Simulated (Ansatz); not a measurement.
C5H8O2 (`CCC(=O)/C=C\O`), relaxed with RKS PBE-D4/def2-SVP in Ansatz 0.2.0 from a rough embedded geometry. The force threshold is 0.03 eV/Å; the program also tests the step.

The species carries charge 0 and has multiplicity 1.

Start:

```xyz
15

C    -1.528   -1.150   -1.369
C    -1.089   -0.759   -0.014
C     0.137    0.095   -0.095
O     0.745    0.501   -1.087
C     0.735    0.538    1.224
C     1.813    1.307    1.320
O     2.563    1.781    0.270
H    -2.471   -1.723   -1.297
H    -1.855   -0.256   -1.940
H    -0.835   -1.715   -1.920
H    -1.882   -0.213    0.531
H    -0.852   -1.654    0.582
H     0.166    0.205    2.107
H     2.230    1.609    2.260
H     2.124    1.433   -0.572
```

(1) By how much does the energy fall, and how many steps does the optimiser take? (Estimate.)

(2) Which bonds change most? (Best estimate.)

(3) Give the relaxed structure. (Estimate.)

## Answers

(1) The calculation gave: 55.29 kJ/mol, in 7 steps.

(2) Ansatz gave: C3–C5 from 1.515 to 1.444 Å; C6–O7 from 1.374 to 1.312 Å; C1–H10 from 1.049 to 1.108 Å; C5–C6 from 1.327 to 1.384 Å.

(3) Computed: 
```xyz
15

C    -1.540   -1.114   -1.417
C    -1.079   -0.744   -0.012
C     0.168    0.120    0.024
O     0.715    0.470   -1.060
C     0.715    0.532    1.295
C     1.853    1.321    1.289
O     2.452    1.708    0.189
H    -2.452   -1.742   -1.382
H    -1.761   -0.209   -2.015
H    -0.752   -1.672   -1.960
H    -1.875   -0.202    0.547
H    -0.876   -1.650    0.602
H     0.249    0.233    2.242
H     2.327    1.674    2.226
H     1.856    1.275   -0.569
```
